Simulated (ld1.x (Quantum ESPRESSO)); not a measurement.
## Varying the TM potential for Mo (Z = 42)

Base potential:

ld1.x (Quantum ESPRESSO) 7.5 input, shortened:

```
&input
   title='Mo', zed=42., rel=1, dft='PBESOL', iswitch=3,
   config='[Kr] 4d3 5s0 5p0'
 /
 &inputp
   pseudotype=2, tm=.true., lloc=-1, rcloc=1.15,
   nlcc=.false.
 /
3
5S  1  0   0.00   0.00  2.40  2.40  0.0
5P  2  1   0.00   0.00  3.15  3.15  0.0
4D  3  2   3.00   0.00  1.30  1.30  0.0
 &test
   configts(1)='4d3 5s0 5p0'
 /
```

All-electron outer shells of the reference configuration (PBEsol, scalar-relativistic, ld1.x):

| shell | level (eV) | outermost node (bohr) | outermost maximum (bohr) |
| --- | --- | --- | --- |
| 4p | -69.97 | 0.52 | 1.06 |
| 4d | -32.88 | 0.53 | 1.32 |
| 5s | -26.54 | 1.30 | 2.46 |
| 5p | -20.47 | 1.46 | 2.86 |

Cutoffs, loose and tight: the cutoffs (Ry, on a coarse ladder) from which the occupation-weighted sum of valence levels, in a spherical-Bessel basis at the reference potential, stays within 10 and 1 mRy of its value at 400 Ry. They do not see the model core or the augmentation charge, which bear on the density cutoff. Test errors are all-electron minus pseudo excitation energies from the reference, over the configurations 4d5 5s1 5p0; 4d5 5s0 5p0; 4d4 5s0 5p0; 4d5 5s0.5 5p0; 4d4 5s2 5p0; 4d2 5s0 5p0; 4d5.5 5s0.5 5p0. A dash means not determined; rows that change the core or the reference have their own tests.

A true bound ghost makes a file unfit for plane-wave use even where its test errors are small: the radial tests pick states by their node count and pass the ghost by.

```tsv
change	outcome	cutoff, loose	cutoff, tight	bound ghosts	largest test error (meV)
base	generated	50 Ry	70 Ry	s, p	+559
local potential the d channel	generated	50 Ry	70 Ry	s, p	+474
wave 5s (bound): rc 2.40 bohr becomes 5s (bound): rc 2.58 bohr	generated	50 Ry	70 Ry	s, p	+558
core [Ar] 3d10, valence charge 14; reference 4s2 4p6 4d5 5s0 5p0; waves now 4p (bound): rc 1.35 bohr; 4d (bound): rc 2.25 bohr; 4s (bound): rc 1.80 bohr; local potential the s channel; core correction Bessel-smoothed model core, default radius (core density twice the valence density)	generated	60 Ry	110 Ry	none	+1684
reference 4d4.5 5s0 5p0	generated	50 Ry	70 Ry	s, p	-209
wave 5p (bound): rc 3.15 bohr becomes 5p (bound): rc 3.04 bohr	generated	50 Ry	70 Ry	s, p	+559
local potential all-electron potential smoothed inside 3.72 bohr (lloc = -1)	generated	50 Ry	70 Ry	none	-1600
```
